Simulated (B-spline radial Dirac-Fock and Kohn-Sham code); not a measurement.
Photoemission from Cd at 1000 eV, detector at θ = 54.7°, φ = 180°

System: the free cadmium atom, configuration 1s2 2s2 2p6 3s2 3p6 3d10 4s2 4p6 4d10 5s2. These are calculated numbers from a radial finite-basis atomic code; the model is Dirac-Hartree-Slater photoionisation with a Latter tail; cross sections with all multipoles, angular parameters from the dipole term and its interference with E2. Thresholds are tabulated edges, those marked * orbital energies of the model. For linearly polarised light dσ/dΩ = σ/(4π) [1 + β P₂(cos θ) + (δ + γ cos²θ) sin θ cos φ], with θ from the polarisation vector and φ the angle between the beam and the projection of the electron momentum on the plane normal to the polarisation. The dipole factor is 1 + βP₂ and the non-dipole term is the rest of the bracket. Open shells are filled statistically over j.

```
subshell  threshold (eV)  σ (kb)     β      γ       δ  dipole factor  non-dipole term  dσ/dΩ (kb/sr)
      3s           772.0    75.8  1.99   0.60   0.000          1.002           -0.165           5.05
   3p1/2           652.6     104  1.35   0.24   0.028          1.001           -0.088           7.53
   3p3/2           618.4     221  1.38   0.18   0.020          1.001           -0.066           16.5
   3d3/2           411.9     327  1.12   0.03   0.036          1.001           -0.038           25.0
   3d5/2           405.2     477  1.13   0.04   0.036          1.001           -0.041           36.5
      4s           109.8    18.6  1.99   0.15   0.000          1.002           -0.041           1.42
   4p1/2           63.90    20.6  1.68  -0.01  -0.001          1.001           +0.003           1.65
   4p3/2           63.90    41.6  1.69  -0.02   0.000          1.001           +0.004           3.33
   4d3/2          16.99*    29.1  1.33   0.13   0.031          1.001           -0.061           2.18
   4d5/2          16.22*    42.0  1.32   0.14   0.031          1.001           -0.063           3.13
      5s           7.91*    1.46  1.99   0.12   0.000          1.002           -0.031          0.113
```
